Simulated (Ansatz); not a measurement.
Mulliken charges of ClF2H3SSi2, SMILES `F[SiH](F)S[SiH2]Cl` from ωB97M-V/def2-TZVPP in Ansatz (PBE0-D4/def2-TZVP geometry).

```tsv
atom	x (Å)	y (Å)	z (Å)	charge (e)
F1	-1.897	-0.651	-0.059	-0.281
Si2	-0.613	-1.370	-0.645	0.694
F3	-0.073	-2.305	0.514	-0.285
S4	0.839	0.043	-1.222	-0.256
Si5	0.796	1.282	0.523	0.328
Cl6	-0.543	2.812	0.322	-0.187
H7	-0.985	-2.201	-1.798	-0.021
H8	2.148	1.863	0.643	-0.002
H9	0.416	0.481	1.705	0.009
```

Q: By hand: the dipole of these point charges (1 e Å = 4.8032 D).

A: Σ q r = (0.296, -0.180, -0.102) e Å, of length 0.361 e Å = 1.73 D.

Q: How does the dipole of the full density compare? (Estimate.)

A: Computed: (0.185, -0.064, -0.085) e Å, 1.03 D; the point charges give 1.68 times that, at 13° from its direction.

Point charges leave out the atoms' own dipoles, such as those of lone pairs, and Mulliken's split depends on the basis, so the two needn't agree.
